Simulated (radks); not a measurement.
Spherical quantum dot in the effective-mass picture: electrons in a parabolic well V = omega^2 r^2 / 2 with omega = 2.78, with a point charge +1 (a donor) at the centre, all in effective atomic units (hartree* = m*/eps^2 hartree, bohr* = eps/m* bohr), one dielectric constant everywhere. Method: non-relativistic Kohn-Sham, LDA (Slater exchange, Perdew-Wang correlation), spin-polarised, spherical densities; computed with a radial shooting solver with Libxc functionals. Levels are named by radial order and angular momentum (1s, 1p, 1d, 2s, ...), and open shells are averaged over m.

N = 10, configuration 1s2 1p6 2s2. This is the lowest configuration that the search found. Occupied and some empty levels:

level,occupation,eigenvalue (hartree*),<r> (bohr*)
1s,2,11.755,0.7345
1p,6,14.077,1.011
2s,2,16.136,1.064
1d,0,16.300,1.193
1f,0,18.600,1.340
2p,0,18.811,1.234
1g,0,20.979,1.468

Energy (hartree*): total 96.3014, kinetic 29.004, external 28.487, Hartree 46.293, exchange-correlation -7.4827. Static polarisability (adiabatic kernel): 1.124 bohr*^3, against N/omega^2 = 1.294 from the generalised Kohn theorem, which the central charge breaks.

Electron density:

r (bohr*),n(r) (e/bohr*^3)
0.0940,4.597
0.199,3.629
0.303,2.837
0.408,2.223
0.513,1.770
0.617,1.447
0.722,1.215
0.827,1.033
0.931,0.8705
1.04,0.7128
1.14,0.5568
1.25,0.4105
1.35,0.2846
1.46,0.1834
1.56,0.1100
1.66,0.06166
1.77,0.03195
1.87,0.01539
1.98,0.006946
2.08,0.002892
